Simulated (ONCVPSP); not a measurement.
What one change does to a pseudopotential (neon, ONCV)

* Element: Ne
* Generator: ONCVPSP 4.0.1
* Type: optimised norm-conserving Vanderbilt (ONCV)
* Functional: PBE
* Relativity: scalar-relativistic
* Frozen core: [He]
* Valence charge: 8
* Reference configuration: 2s2 2p4 (charge +2)
* Partial waves: 2s: rc 0.60 bohr, ncon 5, nbas 8, qcut 13.9 1/bohr, local; 2p: rc 1.35 bohr, ncon 4, nbas 9, qcut 10.1 1/bohr, 1 projector; d scattering state at 0.18 Ha: rc 1.05 bohr, ncon 4, nbas 7, qcut 9.2 1/bohr, 2 projectors, debl 0.7 Ha
* Local potential: the s channel
* Core correction: Teter function, fcfact 5.5, rcfact 1.55

Change: s: rc 0.56.

Cutoffs: the cutoffs (Ha) at which the residual kinetic energy of the hardest occupied pseudo-wave falls to 1 and 0.1 mHa per electron; they do not see the model core or the augmentation charge, which bear on the density cutoff. Errors are all-electron minus pseudo energies relative to the spin-unpolarised reference configuration.

Task: What does the change do?

Result: The potential gets harder (76 Ha and 208 Ha → 204 Ha and 490 Ha); the errors of the 4 common tests hardly move; neither file shows a bound ghost. A smaller radius makes the pseudo-wave follow the all-electron one further in, where it bends more sharply, so more plane waves are needed.

| quantity | base | changed |
| --- | --- | --- |
| cutoff, loose | 76 Ha | 204 Ha |
| cutoff, tight | 208 Ha | 490 Ha |
| loose cutoff by channel | s 76 Ha, p 39 Ha | s 204 Ha, p 39 Ha |
| bound ghosts | none | none |
| GHOST(+) flags under 300 eV | none | none |
| error for 2s2 2p6, meV [ΔE -65.74 eV] | +231 | +232 |
| error for 2s2 2p5, meV [ΔE -43.27 eV] | +106 | +107 |
| error for 2s2 2p3, meV [ΔE 67.43 eV] | +253 | +254 |
| error for 2s2 2p2, meV [ΔE 162.06 eV] | +1448 | +1450 |
| p: phases at 1.37 bohr within 0.05 rad from the reference energy up to (Ha; the scan ends near 5) | 0.1 | 0.1 |
| d: phases at 1.06 bohr within 0.05 rad from the reference energy up to (Ha; the scan ends near 5) | to the end of the scan | to the end of the scan |
| rms error of d²Exc/dni dnj with the model core, mHa | 2.68 | 2.71 |
